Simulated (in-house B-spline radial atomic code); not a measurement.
Results of a calculation; reference values are marked as such.
**Ghost states of the separable form: Rb**

Rb, [Kr] 5s1, non-relativistic LDA (VWN5), spherical and spin-unpolarised, from a B-spline radial code for spherical atoms (atomic units; all potentials screened as in the neutral atom).

Troullier-Martins channels: 5s (ε = -0.0854, r_c = 3.287 bohr), 4p (ε = -0.5922, r_c = 1.62 bohr). In the Kleinman-Bylander form one channel serves as the local potential, and each other channel l becomes |δV u><u δV|/<u|δV|u>, with δV = V_l − V_local and u the pseudo-orbital. Its strength is E_KB = <u|δV²|u>/<u|δV|u>. By the analysis of Gonze, Stumpf and Scheffler a spurious state lies below the reference level ε if E_KB > 0 and ε is above the second level of the local potential alone, or if E_KB < 0 and ε is above its first. The table's levels are those of angular momentum l in a sphere of 9 bohr, whose wall can lift a shallow ε a little above its free-atom value.

| local | channel | <u δV u> | <u δV² u> | ε | first local level | second local level |
| --- | --- | --- | --- | --- | --- | --- |
| s | p | -1.6637 | 3.4829 | -0.5922 | -0.0121 | 0.2569 |
| p | s | 0.069917 | 0.090292 | -0.0734 | -1.3008 | -0.1003 |

**Question.** Apply the rule to each row.

**Answer.** Local s, channel p: E_KB = -2.09, so ε = -0.5922 is set against -0.0121: no ghost. Local p, channel s: E_KB = +1.29, so ε = -0.0734 is set against -0.1003: a ghost.

Diagonalising the separable Hamiltonian gives:

```tsv
local	channel	three lowest levels	all-electron, two lowest valence levels
s	p	-0.5922, 0.0213, 0.3363	-0.5922, 0.0071
p	s	-0.3250, -0.0734, 0.1903	-0.0734, 0.1879
```

**Question.** Which choices of local channel are safe?

**Answer.** Free of ghosts: s. With p local the s channel has a ghost 0.25 hartree below ε, since the local potential binds more than one state below ε, and a repulsive term of rank one raises each level at most to the next, so it clears only one of them. Among the safe choices the second level, which tests transfer, is off by at most 14.2 millihartree (s local).
